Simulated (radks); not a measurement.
Tl II, 80 electrons, occupied as [Xe] 4f14 5d9 6s2 5f1 (not the ground configuration). Method: Dirac Kohn-Sham, exchange-only B88, spin-unpolarised, spherical densities, finite nucleus; open shells fill j = l - 1/2 first; Fermi nuclear charge, rms radius 5.4759 fm; computed with a radial shooting solver on a logarithmic mesh with Libxc functionals.

X-ray form factor f0, the Fourier transform of the density (f0(0) = 80):

sin(theta)/lambda (1/angstrom)  f0 (electrons)
0.05                                    78.328
0.1                                     75.792
0.15                                    72.481
0.2                                     68.645
0.25                                    64.713
0.3                                     60.918
0.4                                     54.080
0.5                                     48.314
0.6                                     43.465
0.8                                     35.721
1                                       29.656
1.25                                    23.803
1.5                                     19.687
2                                       15.144
